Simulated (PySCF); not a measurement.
# One molecule, several mistakes: GeH6N2Si

All numbers below are calculated, not measured. The program is PySCF 2.14.0, an open-source quantum chemistry code, run on an isolated molecule that a program drew, which may never have been made. The molecule is GeH6N2Si (charge 0, singlet), drawn as the SMILES string `[NH]=[GeH][NH][SiH3]`.

Each row is a Hartree-Fock (HF) and frozen-core CCSD(T) single point in the cc-pV(D+d)Z basis, meant for a local HF minimum. Run 1 is clean. Each other run has one planted mistake out of seven kinds, and not every kind appears here: one electron removed, one electron added, multiplicity raised by two, geometry at a saddle point, minimal basis STO-3G, one bond length entered in bohr, all coordinates scaled. The reference is restricted for singlets and unrestricted otherwise, and also for a bond in bohr. Adding or removing an electron swaps singlet and doublet. Electrons count all cores. HOMO and LUMO are orbital energies over both spins, the gradient is its largest component, and the lowest frequency (negative if imaginary) is given only where the gradient is small. Bond lengths are over the 9 bonds as drawn. T1 is the CCSD diagnostic: over 0.02 (restricted) or 0.045 (unrestricted) a single reference is doubtful. Germanium has the cc-pVDZ-PP basis, with a core potential (ECP10MDF) in place of its 10 inner electrons, and its 3s, 3p and 3d shells are frozen in CCSD(T).

Geometry of the clean run:
```xyz
10
GeH6N2Si, angstrom
N    -0.7077    2.5858    2.8891
Ge   -0.5129    1.2853    1.8454
N    -1.7508    0.4151    0.8479
Si   -1.5786   -0.9306   -0.2384
H    -1.6579    2.9211    2.9613
H     0.8396    0.6478    1.6087
H    -2.6810    0.7849    0.9533
H    -0.1491   -1.3072   -0.2404
H    -1.9969   -0.5736   -1.6130
H    -2.3931   -2.0869    0.1989
```

```
run  electrons  basis functions  <S^2>  HOMO (eV)  LUMO (eV)  gradient (hartree/bohr)  lowest frequency (cm^-1)  mean bond (Å)  longest bond (Å)      T1  HF (hartree)  CCSD(T) (hartree)                          mistake
  1         66              104  0.000      -9.45       2.70                  5.0e-06                        74         1.4666             1.812  0.0181    -694.68199         -695.28466                         no fault
  2         66              104  1.050      -8.36       2.54                  4.0e-02                         -         1.5664             1.909  0.0589    -694.56295         -695.15039  one bond length entered in bohr
  3         67              104  0.770       1.26       7.66                  5.1e-02                         -         1.4666             1.812  0.0162    -694.60898         -695.21576               one electron added
  4         66              104  0.000      -9.52       2.84                  1.6e-02                         -         1.4416             1.782  0.0172    -694.67873         -695.27659                                ?
```

**Which mistake was planted in run 4, and what did it cost?**

The mean and the longest bond both change by the same factor, 0.983, and the gradient is no longer small. So the mistake is: all coordinates scaled. Subtracting run 1 and multiplying by 627.51 kcal/mol a hartree, the energy moved by 2.0 kcal/mol in HF and 5.1 kcal/mol in CCSD(T).

Cautions from the logs. Run 2: T1 is over the limit, so its CCSD(T) energy is less reliable; run 3: the HOMO is above zero, so the electron isn't bound and the energy depends on the basis.
